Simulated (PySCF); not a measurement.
Atoms are numbered as in `[CH3:1][O:2][C:3]1=[C:4]([SiH2:5][F:6])[C:7](=[O:8])[O:9][CH2:10]1`. Each H is labelled by its parent atom.

No relativistic terms, one computed conformer, no solvent model, averaged over atoms made equivalent by symmetry, fast rotation or ring inversion. Geometry: GFN2-xTB; shieldings: GIAO PBE0/pcSseg-1; PySCF 2.14.0 with density-fitted response routines.

Shifts are taken against calculated references (same method and geometry level): 13C, 1H, 29Si against TMS; 17O vs H2O; 19F vs CFCl3.

```
 atoms  nucleus  count  δ (ppm)
    C7      13C      1        ?
 H(C1)       1H      3     4.20
    O9      17O      1        ?
    O8      17O      1    405.2
    O2      17O      1    148.9
    C1      13C      1     63.5
   C10      13C      1     73.9
    C4      13C      1     96.4
    C3      13C      1        ?
    F6      19F      1   -212.0
H(Si5)       1H      2     5.50
   Si5     29Si      1        ?
H(C10)       1H      2     4.71
```

**Question.** Estimate the values marked ?.

**Answer.** 
- C3: 194.4 ppm, alkene carbon bearing oxygen; an sp2 carbon further deshielded by the attached heteroatom
- C7: 179.9 ppm, ester carbonyl carbon; it is a carbonyl in resonance with an O or N lone pair, the region of acids, esters and amides
- O9: 205.1 ppm, ester alkoxy oxygen
- Si5: -11.6 ppm, silicon bonded to C, F, 2 H

Shifts are as computed. Against solution values, carbons near 30 ppm lie about +3 ppm off and those near 130 ppm about +5 ppm. Of 1211 compounds with measured shifts, 218 miss one by over three times the rms of a fit or turn the order of signals round; such compounds aren't used in these exercises. Unscaled 19F shifts against computed CFCl3 carry errors that often reach 10 to 50 ppm. Unscaled 17O shifts of doubly bonded oxygen tend to come out too high, by tens of ppm or more. Experimental scales use liquid or dissolved standards, which lie at an offset from isolated H2O (liquid H2O: subtract about 36 ppm).
